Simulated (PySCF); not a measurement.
SMILES CC[SiH2][SiH2]C(C)C at its GFN2-xTB optimised geometry (Å):

```
23

C      2.8555    -0.8800     1.1886
C      2.2697    -1.6308     0.0000
Si     0.3640    -1.6308     0.0000
Si    -0.4275     0.5460     0.0000
C     -2.3174     0.5955    -0.2974
C     -2.6800    -0.0028    -1.6530
C     -2.8645     2.0151    -0.1889
H      2.5359     0.1606     1.1811
H      2.5273    -1.3290     2.1236
H      3.9445    -0.9013     1.1678
H      2.6378    -1.1782    -0.9226
H      2.6430    -2.6560     0.0082
H     -0.0708    -2.4044     1.1755
H     -0.0505    -2.4330    -1.1638
H     -0.1870     1.2517     1.2720
H      0.1919     1.3998    -1.0305
H     -2.8063    -0.0096     0.4752
H     -2.3403    -1.0341    -1.7288
H     -2.2201     0.5696    -2.4567
H     -3.7591     0.0113    -1.8063
H     -3.9445     2.0279    -0.3356
H     -2.6489     2.4396     0.7890
H     -2.4136     2.6560    -0.9441
```

Computed with CAM-B3LYP/def2-SVP in PySCF. Cells within 0.4 Å of a nucleus heavier than hydrogen are left out (blank, or x).

Map of the electrostatic potential (hartree/e), clipped to [-0.08, 0.12] on the plane z = 0.0 Å:

```
|000000000000000000000000000|
|000000000000000000000000000|
|000000000000000000000000000|
|000000000000000000000000000|
|000000000000000000000000000|
|000000000000000000000000000|
|000001232000000000000000000|
|001236999311000000000000000|
|0015999x9833310000000000000|
|0016999x9969994100000000000|
|001269999999999521000000000|
|000113999999x99931110000000|
|00001299x999x99942111000000|
|000012999999999953221100000|
|000001598699999975653110000|
|000001222359999999996211000|
|00000011125999x999x99210000|
|00000001124999x999x99100000|
|000000001138999999999100000|
|000000000012799966999200000|
|000000000000134422995100000|
|000000000000001111222100000|
|000000000000000000111000000|
|000000000000000000000000000|
|000000000000000000000000000|
|000000000000000000000000000|
|000000000000000000000000000|
```
Scale: ten equal steps from -0.006 (start of '0') to 0.120 (end of '9'), in the order '0123456789'; x runs from -6.00 to 6.00, y from -6.00 (bottom) to 6.00 (top).
